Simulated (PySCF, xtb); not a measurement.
CH7GeNOSi, SMILES [OH][Ge@@H]1[CH2]N[SiH2]1.

GFN2-xTB run with xtb at its own geometry gives an orbital gap of 3.83 eV and a dipole moment of 2.25 D.

Geometry optimised at PBE0-D3(BJ)/def2-SVP. The structure was generated by enumeration; whether it is a known compound was not checked. One conformer was computed; it need not be the lowest.

Question: What does PBE/def2-TZVP run with PySCF give? (An estimate is asked for; the answer gives what the named calculation found.)

Answer: gap 4.44 eV (levels -5.43 and -0.99 eV), dipole 0.75 D.
